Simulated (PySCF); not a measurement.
Vertical excitations of a molecule CH4ClFOSi2 from TDDFT-PBE0/def2-SVPD run with PySCF, as energy in eV (oscillator strength): 5.59 (0.012), 5.97 (0.010), 6.48 (0.045), 6.57 (0.004), 6.70 (0.159), 6.85 (0.019), 7.07 (0.005), 7.32 (0.022), 7.37 (0.019), 7.42 (0.017). Lowest triplet (TDA): 4.79 eV. Geometry optimised at B3LYP-D3(BJ)/def2-SVP. Other conformers were not sampled.

Question: Which structure fits?
A. F[Si@@H]1CO[Si@H]1Cl
B. F[Si@@]1(Cl)OC[SiH2]1
C. F[Si@H]1OC[Si@@H]1Cl
D. O=C([SiH2]F)[SiH2]Cl

Answer: C, F[Si@H]1OC[Si@@H]1Cl
